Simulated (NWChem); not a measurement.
System: AlH anion, doublet; SMILES of the neutral closed-shell parent [AlH]

The following NWChem deck was run.

```
start job
memory heap 200 mb stack 900 mb global 1100 mb
charge -1
geometry units angstroms noautosym nocenter noautoz
  Al     0.000000     0.000000     0.186756
  H      0.000000     0.000000    -1.570858
end
basis spherical
  * library cc-pvtz
end
dft
  odft
  mult 2
  xc hfexch
  iterations 150
end
property
  efieldgrad
end
task dft property
```

Output (shortened):

```
             Northwest Computational Chemistry Package (NWChem) 7.3.0
             --------------------------------------------------------

                             Geometry "geometry" -> ""
                             -------------------------

 Output coordinates in angstroms (scale by  1.889725989 to convert to a.u.)

  No.       Tag          Charge          X              Y              Z
 ---- ---------------- ---------- -------------- -------------- --------------
    1 Al                  13.0000     0.00000000     0.00000000     0.18675600
    2 H                    1.0000     0.00000000     0.00000000    -1.57085800

 Effective nuclear repulsion energy (a.u.)       3.9140017302

  xc_inp: hfexch multiplicative factor not found.
                              NWChem Property Module
                              ----------------------

  itol2e modified to match energy
  convergence criterion.

                                 NWChem DFT Module
                                 -----------------

 Summary of "ao basis" -> "ao basis" (spherical)
 ------------------------------------------------------------------------------
       Tag                 Description            Shells   Functions and Types
 ---------------- ------------------------------  ------  ---------------------
 Al                         cc-pvtz                 12       34   5s4p2d1f
 H                          cc-pvtz                  6       14   3s2p1d

  itol2e modified to match energy
  convergence criterion.

            General Information
            -------------------
          SCF calculation type: DFT
          Wavefunction type:  spin polarized.
          No. of atoms     :     2
          No. of electrons :    15
           Alpha electrons :     8
            Beta electrons :     7
          Charge           :    -1
          Spin multiplicity:     2
          Use of symmetry is: off; symmetry adaption is: off
          Maximum number of iterations: 150
          AO basis - number of functions:    48
                     number of shells:    18
          Convergence on energy requested:  1.00D-07
          Convergence on density requested:  1.00D-05
          Convergence on gradient requested:  5.00D-04

              XC Information
              --------------
                     Hartree-Fock (Exact) Exchange  1.000

      Superposition of Atomic Density Guess
      -------------------------------------

 Sum of atomic energies:        -242.37931331

 Renormalizing density from      14.00 to     15

      Non-variational initial energy
      ------------------------------

 Total energy =    -252.282574
 1-e energy   =    -369.531355
 2-e energy   =     113.334779
 HOMO         =       0.253960
 LUMO         =       0.253960

[...]

          -----------------------
          Electric field gradient
          -----------------------

 1 a.u. = 0.324123 10**(16) esu/cm**3  ( or statvolts/cm**2 ) = 0.97174 10**(22) v/m**2

 ------------------------------------------------------------
   Atom      X         Y         Z
 ------------------------------------------------------------
    1 Al   0.00000   0.00000   0.35292
 ------------------------------------------------------------

 Electric field gradient in molecular frame (a.u.)
         XX             YY             ZZ             XY             XZ             YZ
 ------------------------------------------------------------------------------------------
       -0.823661       0.129348       0.694313       0.378330      -0.000000      -0.000000

 Principal components (a.u.) and orientation
 of principal axis w.r.t. absolute frame                      Asymmetry parameter eta
 --------------------------------------------------------------------------------------
       -0.955589       0.694313       0.261276                       0.453162

        0.944237       0.000000       0.329266
       -0.329266       0.000000       0.944237
        0.000000       1.000000       0.000000

 ------------------------------------------------------------
   Atom      X         Y         Z
 ------------------------------------------------------------
    2 H    0.00000   0.00000  -2.96849
 ------------------------------------------------------------

 Electric field gradient in molecular frame (a.u.)
         XX             YY             ZZ             XY             XZ             YZ
 ------------------------------------------------------------------------------------------
        0.027130       0.037618      -0.064748       0.004164      -0.000000      -0.000000

 Principal components (a.u.) and orientation
 of principal axis w.r.t. absolute frame                      Asymmetry parameter eta
 --------------------------------------------------------------------------------------
       -0.064748       0.039070       0.025678                       0.206835

        0.000000       0.329266       0.944237
        0.000000       0.944237      -0.329266
        1.000000       0.000000       0.000000
```

Level: UHF/cc-pVTZ. The state is orbitally degenerate and is run as one real component. Sets without diffuse functions describe the anion's extra electron poorly. The geometry was optimised at B3LYP/def2-SVPD, spin-unrestricted. The spin multiplicity was typed, not searched, and may not be the lowest. No stability test was run on the SCF state. NWChem prints the field gradient with the sign opposite to the second derivative of the potential.
